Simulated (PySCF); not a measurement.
Si(Cl)(Me)(OH)2 (CH5ClO2Si), SMILES C[Si](O)(O)Cl. Atoms are numbered in the order given.

```xyz
10

C      1.9592    -0.2778     0.1140
Si     0.1923     0.0808    -0.2996
O     -0.4128    -0.8459    -1.5358
O      0.0931     1.6748    -0.7155
Cl    -1.0060    -0.3221     1.3709
H      2.5924    -0.1369    -0.7762
H      2.3138     0.4010     0.9046
H      2.0751    -1.3138     0.4665
H     -1.0239    -1.5513    -1.2949
H     -0.7452     1.9791    -1.0838
```

Geometry: B3LYP-D3(BJ)/def2-SVP. Other conformers were not sampled.

Two levels are set side by side: PBE/pcSseg-1 (PySCF) and PBE0/pcSseg-1 (PySCF). GIAO shifts against H2O (¹⁷O), HCl (³⁵Cl), TMS (²⁹Si), TMS (¹H), TMS (¹³C) at the same level; non-relativistic, no solvent, atoms listed together averaged. Without spin–orbit terms, shifts of atoms bonded to Cl or Br come out too high at both levels. Differences are taken from unrounded values.

| quantity | PBE |
|---|---|
| δ(¹³C) of C1 (ppm) | 2.6 |
| δ(²⁹Si) of Si2 (ppm) | -6.5 |
| δ(³⁵Cl) of Cl5 (ppm) | 100.0 |

### Question
These are the PBE values. What does PBE0 give? (The exact figures need the calculation; the answer reports its results.)

### Answer

| quantity | PBE0 | PBE minus PBE0 |
|---|---|---|
| δ(¹³C) of C1 (ppm) | 2.7 | -0.1 |
| δ(²⁹Si) of Si2 (ppm) | -6.0 | -0.4 |
| δ(³⁵Cl) of Cl5 (ppm) | 80.8 | 19.2 |

Rough cost on one machine, each run with all the roots and properties that it gave: PBE0 against PBE within a factor of 2.
